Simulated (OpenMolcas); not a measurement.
# N²⁺: from CASSCF to CASPT2

```json
{
  "Program": "OpenMolcas 26.06",
  "Basis": "ANO-RCC-VQZP [5s4p3d2f1g]",
  "Scalar Hamiltonian": "DKH2, point nucleus",
  "Active space": "3 electrons in 8 orbitals (2s 2p 3s 3p)",
  "State averaging": "2S+1 = 4 odd, 1 root; 2S+1 = 2 odd, 11 roots; 2S+1 = 4 even, 3 roots; 2S+1 = 2 even, 9 roots",
  "Spin-orbit coupling": "state interaction with AMFI integrals over the reference wave functions, term energies averaged over their components"
}
```

Methods on the same reference wave functions:
A. CASSCF
B. SS-CASPT2, IPEA 0.25 Eh, imaginary shift 0.1 Eh (closed shells correlated: 1s)
C. MS-CASPT2, IPEA 0.25 Eh, imaginary shift 0.1 Eh (closed shells correlated: 1s)

Energies in cm-1 above 2s2 2p 2P* 1/2, the measured ground level; measured values from Moore, Selected Tables of Atomic Spectra, NSRDS-NBS 3, section 5.

```tsv
Level	A	B	C	Measured
2s2 2p 2P* 1/2	0.0	0.0	0.0	0.0
2s2 2p 2P* 3/2	169	169	170	174
2s 2p2 4P 1/2	51706	56140	56160	
2s 2p2 4P 3/2	51763	56200	56220	57247
2s 2p2 4P 5/2	51858	56290	56320	57328
2s 2p2 2D 3/2	106011	100590	100610	101031
2s 2p2 2D 5/2	106016	100600	100620	101024
2s 2p2 2S 1/2	132418	130760	130790	131004
2s 2p2 2P 1/2	155149	146480	146510	145876
2s 2p2 2P 3/2	155267	146600	146630	145986
2p3 4S* 3/2	183802	185870	185900	186797
2p3 2D* 3/2	212283	203950	203980	203089
2p3 2D* 5/2	212286	203960	203980	203075
2p3 2P* 1/2	238837	230600	230650	230404
2p3 2P* 3/2	238854	230620	230660	230409
```

Deviations, from unrounded energies. A percentage is the sum of absolute deviations over the sum of measured energies, with the sign that they share, or ± where signs differ.

```
                  Against measurement  Levels     A     B     C
       mean absolute deviation (cm-1)      13  6100   580   580
fine structure of the ground term (%)       1  -2.9  -2.9  -2.4
             other configurations (%)      12  ±4.4  ±0.4  ±0.4
```

B, C lie about equally close to measurement and A furthest from it. The largest miss of B in the table is 2s 2p2 4P 3/2, by -1100 cm-1. The ranking rests on the paired levels alone, and a cruder setting can come out closer through cancelling errors.

Between B and C the level of the table that moves most is 2p3 2P* 1/2, by 49 cm-1 (lowest in B, highest in C). Moves below CASPT2's spread within the term are not significant.

The two smallest mean deviations differ by little beside CASPT2's spread within terms, so their order carries little weight.

The lowest spin-free term lies below A's lowest term by 0.047 hartree in B, 0.047 hartree in C.

CASPT2 breaks the degeneracy within a term, and the mean is taken; among the terms shown or strongly mixed into the levels shown the widest spread is 370 cm-1 (2p3 2D*, C). Active for correlation alone: 3p 3s; no level in the range computed is led by a configuration that fills them, so any true level of that kind is missing. Computed and measured levels are paired by configuration, term and J; levels that our copy of the source lacks, or whose pairing is in doubt (as where it misses far off the trend of its configuration), stay unpaired and out of the deviations. Levels of configurations outside the active space are missing.

* marks odd parity.
